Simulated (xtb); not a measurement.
C4H5 (SMILES [CH-]=C1CC1), charge -1, singlet, geometry from GFN2-xTB; GFN1-xTB (xtb 6.7.1).

Input for xtb:
```
$ xtb mol.xyz --gfn 1 --chrg -1 --etemp 1000 --json

# file mol.xyz
9

C     -0.00477750    -0.00846867     0.42733059
C     -0.00174017    -0.76951404    -0.83385328
C      0.02025666     0.75423460    -0.88448337
C     -0.02048610    -0.11308971     1.73328716
H     -0.90781767    -1.26894023    -1.19210447
H      0.89751813    -1.29434815    -1.17242457
H      0.93628317     1.22602460    -1.25140807
H     -0.87391678     1.25150097    -1.27114099
H     -0.01158415     0.90678977     2.23339151
```

What the program printed (banner, timings and long lists left out):

```
   ID    Z sym.   atoms
    1    6 C      1-4
    2    1 H      5-9

           -------------------------------------------------
          |                Calculation Setup                |
           -------------------------------------------------

           -------------------------------------------------
          |                 G F N 1 - x T B                 |
           -------------------------------------------------

          ...................................................
          :                      SETUP                      :
          :.................................................:
          :  # basis functions                  26          :
          :  # atomic orbitals                  26          :
          :  # shells                           18          :
          :  # electrons                        22          :
          :  # halogen bonds                     0          :
          :  max. iterations                   250          :
          :  Hamiltonian                  GFN1-xTB          :
          :  restarted?                      false          :
          :  GBSA solvation                  false          :
          :  PC potential                    false          :
          :  electronic temp.         1000.0000000     K    :
          :  accuracy                    1.0000000          :
          :  -> integral cutoff          0.2500000E+02      :
          :  -> integral neglect         0.1000000E-07      :
          :  -> SCF convergence          0.1000000E-05 Eh   :
          :  -> wf. convergence          0.2000000E-04 e    :
          :  Broyden damping             0.4000000          :
          :  net charge                         -1          :
          :  unpaired electrons                  0          :
          ...................................................

 iter      E             dE          RMSdq      gap      omega  full diag
   1    -11.3307432 -0.113307E+02  0.984E+00    4.39       0.0  T
   2    -11.3851619 -0.544187E-01  0.576E+00    3.90       1.0  T
   3    -11.3853985 -0.236683E-03  0.142E+00    3.99       1.0  T
   4    -11.3856488 -0.250270E-03  0.864E-02    3.95       1.0  T
   5    -11.3856607 -0.118699E-04  0.258E-02    3.95       1.3  T
   6    -11.3856612 -0.540252E-06  0.240E-03    3.95      13.9  T
   7    -11.3856612 -0.630472E-08  0.526E-04    3.95      63.4  T
   8    -11.3856612 -0.685109E-09  0.712E-05    3.95     468.1  T
   9    -11.3856612 -0.220268E-11  0.212E-05    3.95    1570.3  T

   *** convergence criteria satisfied after 9 iterations ***

         :::::::::::::::::::::::::::::::::::::::::::::::::::::
         ::                     SUMMARY                     ::
         :::::::::::::::::::::::::::::::::::::::::::::::::::::
         :: total energy             -11.213906682310 Eh    ::
         :: gradient norm              0.032443049707 Eh/a0 ::
         :: HOMO-LUMO gap              3.950182861904 eV    ::
         ::.................................................::
         :: SCC energy               -11.385661233636 Eh    ::
         :: -> electrostatic           0.130081249800 Eh    ::
         :: repulsion energy           0.174048585557 Eh    ::
         :: dispersion energy         -0.002294034231 Eh    ::
         :: halogen bond corr.         0.000000000000 Eh    ::
         :: add. restraining           0.000000000000 Eh    ::
         :: total charge              -1.000000000000 e     ::
         :::::::::::::::::::::::::::::::::::::::::::::::::::::

           -------------------------------------------------
          |                Property Printout                |
           -------------------------------------------------

    * Orbital Energies and Occupations

         #    Occupation            Energy/Eh            Energy/eV
      -------------------------------------------------------------
         1        2.0000           -0.4386830             -11.9372
         2        2.0000           -0.3943977             -10.7321
         3        2.0000           -0.3636918              -9.8966
         4        2.0000           -0.3467789              -9.4363
         5        2.0000           -0.3307544              -9.0003
         6        2.0000           -0.2860215              -7.7830
         7        2.0000           -0.2687513              -7.3131
         8        2.0000           -0.2365597              -6.4371
         9        2.0000           -0.2103108              -5.7228
        10        2.0000           -0.1622604              -4.4153
        11        2.0000           -0.1024329              -2.7873 (HOMO)
        12                          0.0427336               1.1628 (LUMO)
        13                          0.0812326               2.2105
        14                          0.0846851               2.3044
        15                          0.1145291               3.1165
        16                          0.1457365               3.9657
        17                          0.1557864               4.2392
        18                          0.1795267               4.8852
        19                          0.3645402               9.9196
        20                          0.4136247              11.2553
        21                          0.4534380              12.3387
        22                          0.5425856              14.7645
       ...                                ...                  ...
        26                          1.0046702              27.3385
      -------------------------------------------------------------
                  HL-Gap            0.1451665 Eh            3.9502 eV
             Fermi-level           -0.0298496 Eh           -0.8122 eV

  Mulliken/CM5 charges         n(s)   n(p)   n(d)
     1C     0.02121  0.00601   1.048  2.931  0.000
     2C    -0.10180 -0.20183   0.985  3.117  0.000
     3C    -0.13263 -0.23307   0.990  3.143  0.000
     4C    -0.59940 -0.64279   1.333  3.266  0.000
     5H    -0.03436  0.01855   1.034  0.000  0.000
     6H    -0.03436  0.01855   1.034  0.000  0.000
     7H    -0.03378  0.01894   1.034  0.000  0.000
     8H    -0.03378  0.01894   1.034  0.000  0.000
     9H    -0.05111 -0.00330   1.051  0.000  0.000

Wiberg/Mayer (AO) data.
largest (>0.10) Wiberg bond orders for each atom

 ---------------------------------------------------------------------------
     #   Z sym  total        # sym  WBO       # sym  WBO       # sym  WBO
 ---------------------------------------------------------------------------
     1   6 C    3.912 --     4 C    2.044     2 C    0.955     3 C    0.890
     2   6 C    3.914 --     6 H    0.976     5 H    0.976     1 C    0.955
                             3 C    0.948
     3   6 C    3.890 --     8 H    0.979     7 H    0.979     2 C    0.948
                             1 C    0.890
     4   6 C    3.208 --     1 C    2.044     9 H    0.996
     5   1 H    1.014 --     2 C    0.976
     6   1 H    1.014 --     2 C    0.976
     7   1 H    1.014 --     3 C    0.979
     8   1 H    1.014 --     3 C    0.979
     9   1 H    1.042 --     4 C    0.996
 ---------------------------------------------------------------------------

Topologies differ in total number of bonds
Writing topology from bond orders to xtbtopo.mol

 dipole moment from electron density (au)
     X       Y       Z
   0.0317   0.5445  -2.2025  total (Debye):    5.767

           -------------------------------------------------
          | TOTAL ENERGY              -11.213906682310 Eh   |
          | GRADIENT NORM               0.032443049707 Eh/α |
          | HOMO-LUMO GAP               3.950182861904 eV   |
           -------------------------------------------------

normal termination of xtb
```
